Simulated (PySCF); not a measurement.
**Nitrogen: a sound run and one with changed settings**

Sound run: N²⁺ [He] 2s2 2p1, N³⁺ [He] 2s2. Calculation: PySCF 2.14, in aug-cc-pVDZ (4s3p2d, 23 functions); no relativity, point nucleus. In the sound run the correlated levels freeze 1s2. The sound run starts from symmetry-adapted Hartree-Fock orbitals and uses a fine grid where one is needed.

Changed run: all electrons correlated in a basis built for the valence shell.

```json
{"species": "N²⁺", "method": "MP2", "sound run (hartree)": "-52.85338", "changed run (hartree)": "-52.85498", "converged": "yes"}
{"species": "N²⁺", "method": "CCSD(T)", "sound run (hartree)": "-52.88250", "changed run (hartree)": "-52.88381", "converged": "yes"}
{"species": "N³⁺", "method": "MP2", "sound run (hartree)": "-51.11488", "changed run (hartree)": "-51.11655", "converged": "yes"}
{"species": "N³⁺", "method": "CCSD(T)", "sound run (hartree)": "-51.15329", "changed run (hartree)": "-51.15446", "converged": "yes"}
```

Ionisation energy of N²⁺:

```
 method  sound run (eV)  changed run (eV)
    UHF          47.313            47.313
    MP2          47.307            47.305
SCS-MP2          47.250            47.245
   CCSD          47.039            47.043
CCSD(T)          47.054            47.058
```

A valence basis has no tight correlating functions, so it recovers only part of the core correlation, and not evenly between atom and ion.

For comparison, NIST gives 47.445 eV between the lowest levels.
